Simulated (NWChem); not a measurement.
All runs are NWChem calculations. System: thionyl fluoride (F2OS), charge 0, spin multiplicity 1, at a geometry optimised with PBE0/def2-SVP. Level: MP2/def2-TZVP, 8 core orbitals frozen.

Job file:

```
start mol
memory heap 200 mb stack 900 mb global 1100 mb
geometry units angstroms nocenter noautoz
  O     -1.391745    -0.329653     0.000000
  S     -0.160358     0.411194     0.000000
  F      0.761094    -0.218993     1.168964
  F      0.761094    -0.218993    -1.168964
  symmetry group Cs
end
basis spherical
  * library def2-tzvp
end
scf
  rhf
  nopen 0
  maxiter 100
  thresh 1e-7
  semidirect memsize 60000000 filesize 0
end
mp2
  freeze core 8
end
task mp2 energy
```

NWChem printed:

```
             Northwest Computational Chemistry Package (NWChem) 7.3.0
             --------------------------------------------------------

                                NWChem Input Module
                                -------------------

 Scaling coordinates for geometry "geometry" by  1.889725989
 (inverse scale =  0.529177249)

 Turning off AUTOSYM since
 SYMMETRY directive was detected!

                             Geometry "geometry" -> ""
                             -------------------------

 Output coordinates in angstroms (scale by  1.889725989 to convert to a.u.)

  No.       Tag          Charge          X              Y              Z
 ---- ---------------- ---------- -------------- -------------- --------------
    1 O                    8.0000    -1.39174500    -0.32965300     0.00000000
    2 S                   16.0000    -0.16035800     0.41119400     0.00000000
    3 F                    9.0000     0.76109400    -0.21899300     1.16896400
    4 F                    9.0000     0.76109400    -0.21899300    -1.16896400

 Effective nuclear repulsion energy (a.u.)     190.8287848976

            Nuclear Dipole moment (a.u.)
            ----------------------------
        X                 Y               Z
 ---------------- ---------------- ----------------
     0.0000075589     0.0000113384     0.0000000000

      Symmetry information
      --------------------

 Group name             Cs
 Group number              2
 Group order               2
 No. of unique centers     3

      Symmetry unique atoms

     1    2    3


 Summary of "ao basis" -> "" (spherical)
 ------------------------------------------------------------------------------
       Tag                 Description            Shells   Functions and Types
 ---------------- ------------------------------  ------  ---------------------
 *                         def2-tzvp                  on all atoms

 Summary of "ao basis" -> "ao basis" (spherical)
 ------------------------------------------------------------------------------
       Tag                 Description            Shells   Functions and Types
 ---------------- ------------------------------  ------  ---------------------
 O                         def2-tzvp                11       31   5s3p2d1f
 S                         def2-tzvp                13       37   5s5p2d1f
 F                         def2-tzvp                11       31   5s3p2d1f

                                 NWChem SCF Module
                                 -----------------

  ao basis        = "ao basis"
  functions       =   130
  atoms           =     4
  closed shells   =    21
  open shells     =     0
  charge          =   0.00
  wavefunction    = RHF
  use symmetry    = T
  symmetry adapt  = T

 Summary of "ao basis" -> "ao basis" (spherical)
 ------------------------------------------------------------------------------
       Tag                 Description            Shells   Functions and Types
 ---------------- ------------------------------  ------  ---------------------
 O                         def2-tzvp                11       31   5s3p2d1f
 S                         def2-tzvp                13       37   5s5p2d1f
 F                         def2-tzvp                11       31   5s3p2d1f

      Symmetry analysis of basis
      --------------------------

        a'         77
        a"         53

 Forming initial guess at       0.1s

      Superposition of Atomic Density Guess
      -------------------------------------

 Sum of atomic energies:        -671.09996532

      Non-variational initial energy
      ------------------------------

 Total energy =    -671.951441
 1-e energy   =   -1311.495910
 2-e energy   =     448.715684
 HOMO         =      -0.352341
 LUMO         =       0.015436

      Symmetry analysis of molecular orbitals - initial
      -------------------------------------------------

  Numbering of irreducible representations:

     1 a'          2 a"

  Orbital symmetries:

     1 a'          2 a'          3 a"          4 a'          5 a'
     6 a'          7 a"          8 a'          9 a'         10 a"
    11 a'         12 a'         13 a"         14 a'         15 a'
    16 a'         17 a"         18 a"         19 a'         20 a"
    21 a'         22 a"         23 a'         24 a'         25 a'
    26 a"         27 a'         28 a'         29 a'         30 a'
    31 a"

 Starting SCF solution at       1.8s

 ----------------------------------------------
         Quadratically convergent ROHF

 Convergence threshold     :          1.000E-07
 Maximum no. of iterations :          100
 Final Fock-matrix accuracy:          1.000E-09
 ----------------------------------------------

              iter       energy          gnorm     gmax       time
             ----- ------------------- --------- --------- --------
                 1     -671.2297239629  1.68D+00  2.89D-01      1.9
                 2     -671.3590120496  3.53D-01  6.51D-02      2.2
                 3     -671.3691979782  1.46D-02  4.59D-03      2.8
                 4     -671.3692288997  1.13D-04  3.20D-05      3.6
                 5     -671.3692289018  4.56D-09  1.19D-09      5.0

       Final RHF  results
       ------------------

         Total SCF energy =   -671.369228901782
      One-electron energy =  -1309.700187385155
      Two-electron energy =    447.502173585759
 Nuclear repulsion energy =    190.828784897614

        Time for solution =      3.2s

       Symmetry analysis of molecular orbitals - final
       -----------------------------------------------

  Numbering of irreducible representations:

     1 a'          2 a"

  Orbital symmetries:

     1 a'          2 a"          3 a'          4 a'          5 a'
     6 a"          7 a'          8 a'          9 a'         10 a"
    11 a'         12 a'         13 a"         14 a'         15 a'
    16 a"         17 a'         18 a"         19 a'         20 a"
    21 a'         22 a"         23 a'         24 a'         25 a'
    26 a"         27 a'         28 a'         29 a'         30 a'
    31 a"

             Final eigenvalues
             -----------------

              1
    1  -92.2379
    2  -26.3612
    3  -26.3611
    4  -20.6145
    5   -9.2113
    6   -6.8929
    7   -6.8925
    8   -6.8898
    9   -1.6948
   10   -1.6420
   11   -1.4476
   12   -0.9795
   13   -0.8079
   14   -0.7840
   15   -0.7623
   16   -0.7139
   17   -0.7042
   18   -0.6806
   19   -0.6070
   20   -0.5602
   21   -0.5025
   22    0.0933
   23    0.1393
   24    0.2140
   25    0.3471
   26    0.3636
   27    0.3987
   28    0.4814
   29    0.5283
   30    0.5640
   31    0.5746

                       ROHF Final Molecular Orbital Analysis
                       -------------------------------------

 Vector   19  Occ=2.000000D+00  E=-6.069833D-01  Symmetry=a'
              MO Center= -6.7D-01, -1.5D-02,  1.4D-14, r^2= 2.0D+00
   Bfn.  Coefficient  Atom+Function         Bfn.  Coefficient  Atom+Function
  ----- ------------  ---------------      ----- ------------  ---------------
     6      0.303594  1 O  px                 9      0.275233  1 O  px
    47     -0.259238  2 S  py                36     -0.181024  2 S  s
    75      0.162032  3 F  py               106      0.162032  4 F  py

 Vector   20  Occ=2.000000D+00  E=-5.602364D-01  Symmetry=a"
              MO Center= -9.8D-01, -2.2D-01, -5.9D-14, r^2= 1.4D+00
   Bfn.  Coefficient  Atom+Function         Bfn.  Coefficient  Atom+Function
  ----- ------------  ---------------      ----- ------------  ---------------
     8      0.396711  1 O  pz                11      0.366849  1 O  pz
    14      0.219708  1 O  pz

 Vector   21  Occ=2.000000D+00  E=-5.024972D-01  Symmetry=a'
              MO Center= -4.9D-01,  1.8D-01,  2.2D-15, r^2= 2.0D+00
   Bfn.  Coefficient  Atom+Function         Bfn.  Coefficient  Atom+Function
  ----- ------------  ---------------      ----- ------------  ---------------
    36      0.400363  2 S  s                  7     -0.320561  1 O  py
    10     -0.293254  1 O  py                35      0.255233  2 S  s
    47      0.249288  2 S  py                13     -0.210474  1 O  py
    34     -0.172145  2 S  s

 Vector   22  Occ=0.000000D+00  E= 9.330733D-02  Symmetry=a"
              MO Center= -2.9D-01,  5.9D-01, -7.1D-14, r^2= 2.4D+00
   Bfn.  Coefficient  Atom+Function         Bfn.  Coefficient  Atom+Function
  ----- ------------  ---------------      ----- ------------  ---------------
    51      1.015496  2 S  pz                48      0.470589  2 S  pz
    73     -0.455945  3 F  s                104      0.455945  4 F  s
    14     -0.372820  1 O  pz                80      0.192513  3 F  px
   111     -0.192513  4 F  px                 8     -0.186919  1 O  pz
    45      0.186042  2 S  pz                11     -0.154368  1 O  pz

 Vector   23  Occ=0.000000D+00  E= 1.393038D-01  Symmetry=a'
              MO Center= -4.9D-02,  6.7D-01, -2.4D-15, r^2= 2.8D+00
   Bfn.  Coefficient  Atom+Function         Bfn.  Coefficient  Atom+Function
  ----- ------------  ---------------      ----- ------------  ---------------
    49      1.441218  2 S  px                 5      0.976011  1 O  s
    73     -0.534251  3 F  s                104     -0.534251  4 F  s
    46      0.494180  2 S  px                13      0.403962  1 O  py
    82      0.276189  3 F  pz               113     -0.276189  4 F  pz
    35      0.168493  2 S  s                 10      0.159384  1 O  py

 Vector   24  Occ=0.000000D+00  E= 2.139644D-01  Symmetry=a'
              MO Center= -1.6D-02,  4.6D-01,  6.5D-15, r^2= 3.9D+00
   Bfn.  Coefficient  Atom+Function         Bfn.  Coefficient  Atom+Function
  ----- ------------  ---------------      ----- ------------  ---------------
    36      2.455260  2 S  s                  5     -1.970078  1 O  s
    50     -1.624086  2 S  py                12     -0.894685  1 O  px
    49     -0.824260  2 S  px                73     -0.496758  3 F  s
   104     -0.496758  4 F  s                 80      0.308322  3 F  px
   111      0.308322  4 F  px                82      0.281611  3 F  pz

 center of mass
 --------------
 x =   0.03366280 y =  -0.00982808 z =   0.00000000

 moments of inertia (a.u.)
 ------------------
         217.426779049942           3.910155614166           0.000000000000
           3.910155614166         377.490812233942           0.000000000000
           0.000000000000           0.000000000000         224.085796268905

  Mulliken analysis of the total density
  --------------------------------------

    Atom       Charge   Shell Charges
 -----------   ------   -------------------------------------------------------
    1 O    8     8.49   0.79  1.18  0.59  0.96  0.34  1.80  2.01  0.78  0.00  0.04  0.00
    2 S   16    14.94   2.01  0.49  1.48  1.12  0.65  4.16  1.70  0.76  1.53  0.26  0.25  0.43  0.11
    3 F    9     9.29   0.77  1.20  0.60  1.03  0.33  2.22  2.28  0.85  0.00  0.01  0.00
    4 F    9     9.29   0.77  1.20  0.60  1.03  0.33  2.22  2.28  0.85  0.00  0.01  0.00

       Multipole analysis of the density wrt the origin
       ------------------------------------------------

     L   x y z        total         open         nuclear
     -   - - -        -----         ----         -------
     0   0 0 0     -0.000000      0.000000     42.000000

     1   1 0 0      0.237965      0.000000      0.000008
     1   0 1 0      0.819756      0.000000      0.000011
     1   0 0 1      0.000000      0.000000      0.000000

     2   2 0 0    -22.844331      0.000000     94.039770
     2   1 1 0     -0.689869      0.000000     -1.374164
     2   1 0 1     -0.000000      0.000000      0.000000
     2   0 2 0    -19.585423      0.000000     15.848025
     2   0 1 1      0.000000      0.000000      0.000000
     2   0 0 2    -20.871641      0.000000     87.835980

                   NWChem MP2 Semi-direct Energy/Gradient Module
                   ---------------------------------------------

  Basis functions       =    130
  Molecular orbitals    =    130
  Frozen core           =      8
  Frozen virtuals       =      0
  Active alpha occupied =     13
  Active beta occupied  =     13
  Active alpha virtual  =    109
  Active beta virtual   =    109
  Use MO symmetry       = T
  Use skeleton AO sym   = T

  AO/Fock/Back tols     =   1.0D-09  1.0D-09  1.0D-09

 GA uses MA = F    GA memory limited = T

 Available:
  local mem=  1.26D+08
 global mem=  1.44D+08
 local disk=  0.00D+00
  mp2_memr nvloc                   109
  nvloc new                   109
   1 passes of  13:        5242880                     105297                  39843257.
   1 passes of  13: M    126149152           G      144145400           F     120906272.

 Semi-direct pass number   1 of   1  for RHF alpha+beta  at        5.1s
  vrange nnbf                  8264
  mp2_eaftype                   151  avail_ma_in_mb                  1099
 EAF : mp2_eaftype filesize         151   19921628.
  mp2_eaf for mointskh                    151
Node 0 wrote     93.7 Mb in      0.0 s     Agg I/O rate:  2672.4 Mb/s
 Done moints_semi at       11.2s
  mp2_eaftype                   151  avail_ma_in_mb                   948
 EAF : mp2_eaftype filesize         151   19921628.
  mp2_eaf for kh                   151
 Done maket at       11.6s
 Done multipass loop at       11.6s

          -------------------------------------------
          SCF energy                -671.369228901782
          Correlation energy          -0.925208210980
          Singlet pairs               -0.555619712655
          Triplet pairs               -0.369588498325
          Total MP2 energy          -672.294437112762
          -------------------------------------------

          ---------------------------------------------------
                    Spin Component Scaled (SCS) MP2
          Same spin pairs                     -0.246392332217
          Same spin scaling factor             0.333333333333
          Opposite spin pairs                 -0.678815878764
          Opposite spin scaling fact.          1.200000000000
          SCS-MP2 correlation energy          -0.896709831922
          Total SCS-MP2 energy              -672.265938733704
          ---------------------------------------------------

 -----------------------
 Performance information
 -----------------------

 Timer overhead =  1.54D-07 seconds/call

               Nr. of calls         CPU time (s)                 Wall time (s)                GFlops
             ---------------    -------------------     ------------------------------   -------------------
Name         Min   Avg   Max    Min     Avg     Max     Min     Avg     Max   Mx/calls   Min     Max     Sum
mp2: moin     1     1     1    6.1     6.1     6.1      6.1     6.1     6.1     6.1      0.0     0.0     0.0
mp2: make     1     1     1   0.37    0.37    0.37     0.37    0.37    0.37    0.37      0.0     0.0     0.0
mp2: tota     1     1     1    6.5     6.5     6.5      6.5     6.5     6.5     6.5      0.0     0.0     0.0

 The average no. of pstat calls per process was 3.00D+00
 with a timing overhead of 4.63D-07s

 Task  times  cpu:       11.5s     wall:       11.5s

 Total times  cpu:       11.6s     wall:       11.6s
```
